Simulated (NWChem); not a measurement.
System: C₃H₃F₃; SMILES [C@H]1([C@@H](F)[C@@H]1F)F

Here is an NWChem input.

```
start job
memory heap 200 mb stack 900 mb global 1100 mb
geometry units angstroms noautosym nocenter noautoz
  F      0.217832    -1.194248     1.408884
  C     -0.428194    -0.212187     0.752583
  C     -0.428194    -0.212187    -0.752583
  F      0.217832    -1.194248    -1.408884
  C      0.393785     0.777717     0.000000
  F      0.049981     2.082827     0.000000
  H     -1.339162     0.134968     1.253892
  H     -1.339162     0.134968    -1.253892
  H      1.474132     0.588797     0.000000
end
basis spherical
  * library 6-31g*
end
dft
  xc b3lyp
  iterations 150
end
property
  shielding 6 1 2 5 6 7 9
end
task dft property
```

Excerpt of the output:

```
             Northwest Computational Chemistry Package (NWChem) 7.3.0
             --------------------------------------------------------

                             Geometry "geometry" -> ""
                             -------------------------

 Output coordinates in angstroms (scale by  1.889725989 to convert to a.u.)

  No.       Tag          Charge          X              Y              Z
 ---- ---------------- ---------- -------------- -------------- --------------
    1 F                    9.0000     0.21783200    -1.19424800     1.40888400
    2 C                    6.0000    -0.42819400    -0.21218700     0.75258300
    3 C                    6.0000    -0.42819400    -0.21218700    -0.75258300
    4 F                    9.0000     0.21783200    -1.19424800    -1.40888400
    5 C                    6.0000     0.39378500     0.77771700     0.00000000
    6 F                    9.0000     0.04998100     2.08282700     0.00000000
    7 H                    1.0000    -1.33916200     0.13496800     1.25389200
    8 H                    1.0000    -1.33916200     0.13496800    -1.25389200
    9 H                    1.0000     1.47413200     0.58879700     0.00000000

 Effective nuclear repulsion energy (a.u.)     245.8143242455

                              NWChem Property Module
                              ----------------------

  itol2e modified to match energy
  convergence criterion.

                                 NWChem DFT Module
                                 -----------------

 Summary of "ao basis" -> "ao basis" (spherical)
 ------------------------------------------------------------------------------
       Tag                 Description            Shells   Functions and Types
 ---------------- ------------------------------  ------  ---------------------
 F                           6-31g*                  6       14   3s2p1d
 C                           6-31g*                  6       14   3s2p1d
 H                           6-31g*                  2        2   2s

  itol2e modified to match energy
  convergence criterion.

[...]

          -----------------------------------------
          Chemical Shielding Tensors (GIAO, in ppm)
          -----------------------------------------

                                NWChem CPHF Module
                                ------------------

  scftype          =     RHF
  nclosed          =       24
  nopen            =        0
  variables        =     1584
  # of vectors     =        3
  tolerance        = 0.10D-03
  level shift      = 0.00D+00
  max iterations   =       50
  max subspace     =       30

 SCF residual:    7.9884236537263907E-006

Iterative solution of linear equations
  No. of variables     1584
  No. of equations        3
  Maximum subspace       30
        Iterations       50
       Convergence  1.0D-04

   iter   nsub   residual    time
   ----  ------  --------  ---------
     1      3    2.24D-01      35.5
     2      6    1.81D-02      38.2
     3      9    1.33D-03      40.8
     4     12    3.94D-05      43.9

      Atom:    1  F
        Diamagnetic
    468.5957     -9.9931      7.8903
     -9.9931    479.7661    -11.6576
      7.8903    -11.6576    471.6421

        Paramagnetic
    -13.8692      9.2704    -24.2408
      9.2704    -42.6955     22.2980
    -24.2408     22.2980    -56.3238

        Total Shielding Tensor
    454.7265     -0.7226    -16.3505
     -0.7226    437.0707     10.6403
    -16.3505     10.6403    415.3184

           isotropic =     435.7052
          anisotropy =      38.6081

          Principal Components and Axis System
                 1           2           3
              461.4440    439.3846    406.2870

      1         0.9116      0.2807      0.3005
      2        -0.1869      0.9337     -0.3053
      3        -0.3662      0.2221      0.9036

      Atom:    2  C
        Diamagnetic
    242.2698     -2.9454     -0.4943
     -2.9454    248.3440     -6.1374
     -0.4943     -6.1374    249.6467

        Paramagnetic
   -127.2939    -31.9298     23.2747
    -31.9298   -101.3420    -15.7073
     23.2747    -15.7073   -152.8523

        Total Shielding Tensor
    114.9759    -34.8752     22.7804
    -34.8752    147.0021    -21.8447
     22.7804    -21.8447     96.7944

           isotropic =     119.5908
          anisotropy =      91.6245

          Principal Components and Axis System
                 1           2           3
              180.6738     96.8108     81.2879

      1        -0.5307      0.6060     -0.5926
      2         0.7739      0.6316     -0.0472
      3        -0.3457      0.4837      0.8041

      Atom:    3  C
        Diamagnetic
    241.5458      1.6976      0.0000
      1.6976    256.5959      0.0000
      0.0000      0.0000    240.1803

        Paramagnetic
   -146.4654    -39.6604     -0.0000
    -39.6604    -83.4458      0.0000
     -0.0000      0.0000   -148.0760

        Total Shielding Tensor
     95.0804    -37.9627      0.0000
    -37.9627    173.1501      0.0000
      0.0000      0.0000     92.1043

           isotropic =     120.1116
          anisotropy =     102.6817

          Principal Components and Axis System
                 1           2           3
              188.5661     92.1043     79.6644

      1        -0.3762      0.0000      0.9265
      2         0.9265      0.0000      0.3762
      3         0.0000      1.0000     -0.0000

      Atom:    4  F
        Diamagnetic
    464.5293     -6.9248      0.0000
     -6.9248    493.4949     -0.0000
      0.0000     -0.0000    464.6389

        Paramagnetic
    -16.9873     -9.0995      0.0000
     -9.0995    -75.1170     -0.0000
      0.0000     -0.0000    -52.4639

[...]
```

Level: B3LYP/6-31G* (spherical d), GIAO. Structure relaxed at the PBE0/def2-SVP level. B3LYP is NWChem's, with the RPA form of VWN correlation. The output numbers the shielded atoms by their place in the input's list. The printed shielding anisotropy is the first printed principal value minus the mean of the other two.
